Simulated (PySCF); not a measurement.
Input for PySCF: R-HF/3-21G on H4P2 (SMILES PP), a point of a bond scan (R = 3.375 Å).

```python
from pyscf import gto, scf, dft, mp
from pyscf.data.elements import chemcore

mol = gto.M(
    atom='''
    P    -0.98931421   -0.53589241    0.00725596
    P     1.97862842    1.07178482   -0.01451192
    H    -1.52762971    0.25159167   -1.04540375
    H    -1.54504892    0.31148207    1.00280738
    H     2.53436313    0.22441034   -1.01006334
    H     2.51694392    0.28430074    1.03814779
    ''',
    basis='3-21g',
    charge=0, spin=0, verbose=3, max_memory=1800)
mf = scf.RHF(mol)
mf.conv_tol = 1e-8
mf.max_cycle = 100
mf.kernel()
if not mf.converged:
    mf = mf.newton().run(mf.mo_coeff, mf.mo_occ)
```

### Question
Give the final energy of this run.

### Answer
-680.2001 hartree.
